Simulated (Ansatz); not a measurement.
Geometry optimisation, RKS PBE-D4/def2-TZVP in Ansatz 0.2.0.

Input:

```yaml
crystal:
  periodic: [false, false, false]
  atoms:
    - { symbol: Sn, position_ang: [0.0, 0.0, 0.0] }
    - { symbol: H, position_ang: [0.0, 0.0, 2.09] }
    - { symbol: H, position_ang: [1.6408, 0.0, -0.5794] }
    - { symbol: H, position_ang: [-0.8195, 1.4198, -0.5794] }
    - { symbol: H, position_ang: [-0.8195, -1.4198, -0.5794] }
    - { symbol: O, position_ang: [-2.1447, 0.0, 0.7126] }
    - { symbol: H, position_ang: [-2.6898, -0.6297, 0.1413] }
    - { symbol: H, position_ang: [-1.064, 0.0, 1.9402] }
basis:
  gaussian: { orbitals: def2-TZVP }
hamiltonian:
  xc: pbe
  dispersion: d4
relax:
  f_tol: 0.15
  max_steps: 25
  restrain:
    - { distance: [0, 5], at: 3.16, k: 30.0 }
    - { distance: [7, 1], at: 1.86, k: 30.0 }
    - { distance: [0, 1], at: 1.74, k: 30.0 }
    - { distance: [7, 5], at: 1.01, k: 30.0 }
```

Launched with:

```bash
$ ansatz run input.yaml --threads 4 --pin off --max-ram 5120MiB --backend cpu --events-out ev --progress --plain --runs-dir out
```

Problem. Where does it end, and by what steps?

Solution. The run converged. The restraints hold the end off the free minimum; the threshold counts their pulls, which the force column leaves out. Restrained pairs: Sn1–O6 (2.26 → 3.16 Å), H2–H8 (1.07 → 1.86 Å), Sn1–H2 (2.09 → 1.74 Å), O6–H8 (1.64 → 0.99 Å). After 12 steps the energy has fallen by 3.161 eV (the restraints' own energy left out); H7 moved furthest, 0.92 Å.

```
step  energy less start (eV)  largest force component (eV/Å)  accepted
   0                  0.0000                           2.044       yes
   1                  0.0663                           3.271       yes
   2                 -0.6897                           4.048       yes
   3                 -1.9600                           3.957       yes
   4                 -2.8504                           1.931       yes
   5                 -3.0351                           0.837       yes
   6                 -3.0999                           0.688       yes
   7                 -3.1364                           0.684       yes
   8                 -3.1513                           0.649       yes
   9                 -3.1595                           0.616       yes
  10                 -3.1188                           1.739        no
  11                 -3.1572                           0.679        no
  12                 -3.1606                           0.614       yes
```

```xyz
8
Properties=species:S:1:pos:R:3
Sn 0.270 0.061 -0.162
H 0.042 -0.020 1.558
H 1.967 -0.022 -0.447
H -0.350 1.534 -0.768
H -0.480 -1.300 -0.887
O -2.613 0.043 1.137
H -2.919 -0.871 1.001
H -1.815 -0.056 1.714
```

The run took 8.8 s on 4 threads of Arm Neoverse V2, with other jobs on the host, peak memory 0.17 GiB.
